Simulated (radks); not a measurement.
Question: These are the eigenvalues of the occupied orbitals of an atom or ion with whole-number occupations (eV). Calculated with a radial shooting solver on a logarithmic mesh with Libxc functionals: scalar-relativistic Kohn-Sham, PBE, spin-polarised, spherical densities, finite nucleus; Fermi nuclear charge, rms radius of each element as measured or else 0.836 A^(1/3) + 0.57 fm.

1s: -1136.141

Which element is it, and in what charge state? The configuration may be excited. Open shells, if any, are filled with parallel spins first.

Answer: Z = 10, neon, charge +8: Ne8+ in [He]. The 1s level, -41.752 hartree, gives Z - s = 9.1 by -(Z - s)^2/2, which with screening and relativity narrows Z to a few neighbours, and with so few levels the electron count can be read from the list.
